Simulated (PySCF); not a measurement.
## SMILES CO[C@@H]1CC[C@H]1Br, C₅H₉BrO

Geometry (Å), atoms numbered from 1 in this order:
```xyz
16

C     2.3311   -0.1613   -0.5754
O     1.4079   -0.1748    0.4778
C     0.1732    0.3465    0.1472
C    -0.8709    0.3396    1.2692
C    -1.9447    0.0027    0.2154
C    -0.8091   -0.5071   -0.6741
Br   -0.9320   -0.2354   -2.5896
H     2.0179   -0.8117   -1.4124
H     2.4768    0.8601   -0.9766
H     3.2895   -0.5270   -0.1823
H     0.2640    1.3523   -0.3120
H    -0.9890    1.2580    1.8605
H    -0.6741   -0.5067    1.9434
H    -2.7372   -0.7111    0.4772
H    -2.4015    0.9093   -0.2069
H    -0.6030   -1.5753   -0.5203
```

Computed with TDDFT CAM-B3LYP/aug-cc-pVDZ circular dichroism and optical rotation, one conformer, gas phase (PySCF). Geometry: PBE0-D3(BJ)/def2-SVP.

The molecule is flexible and this is one conformer; a measurement averages over conformers. The calculation is non-relativistic, which matters for the atoms heavier than Zn.

Stereocentres: C3 R, C6 R.

Give the optical rotatory dispersion at 633, 589.3, 546, 436, 405, 365, 355 nm.

[α] in deg dm⁻¹ (g/mL)⁻¹:
| λ (nm) | origin-invariant length gauge | modified velocity gauge | length gauge (centre of mass) | isotropic polarisability (au) |
| --- | --- | --- | --- | --- |
| 633 | -15.4 | -13.9 | -14.6 | 87.5 |
| 589.3 | -18.7 | -16.9 | -17.7 | 87.8 |
| 546 | -23.1 | -21.0 | -21.9 | 88.2 |
| 436 | -45.9 | -42.6 | -44.0 | 89.8 |
| 405 | -59.0 | -55.3 | -56.9 | 90.6 |
| 365 | -87.0 | -82.3 | -84.3 | 91.9 |
| 355 | -97.2 | -92.2 | -94.3 | 92.3 |

And for the mirror image at 589.3 nm?

+18.7 deg dm⁻¹ (g/mL)⁻¹ (origin-invariant length gauge): the same size and the opposite sign.

What is the molar rotation [Φ] = [α]·M/100 of the geometry above at 589.3 nm?

With M = 165.03 g/mol, -30.8 deg cm² dmol⁻¹ (origin-invariant length gauge).

The first excitation lies at 6.10 eV (203 nm) with R = -5.3 × 10⁻⁴⁰ esu² cm² (velocity form).
